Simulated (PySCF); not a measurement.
Excitation energy of Ni²⁺ by level of theory

Ni²⁺ [Ar] 3d8 (3F) → Ni²⁺ [Ar] 3d7 4p1 (high-spin determinant), as a difference of total energies. Calculation: PySCF 2.14, in aug-cc-pVTZ; no relativity, point nucleus. Correlated levels: valence: [Ar] frozen. The calculations carry no spin-orbit coupling.

```tsv
method	excitation energy (cm⁻¹)
UHF	98918
LDA	115100
PBE	112370
PBE0	110980
r2SCAN	111510
revPBE	112050
M06-2X	110510
PBEsol	113020
MP2 (valence)	113660
SCS-MP2 (valence)	114490
```

A first-order spin-orbit estimate (lowest level to lowest level, LS coupling) adds 0.029 eV.

The determinant of the upper state mixes LS terms, which raises its energy above the lowest term, most at the Hartree-Fock and MP2 levels.
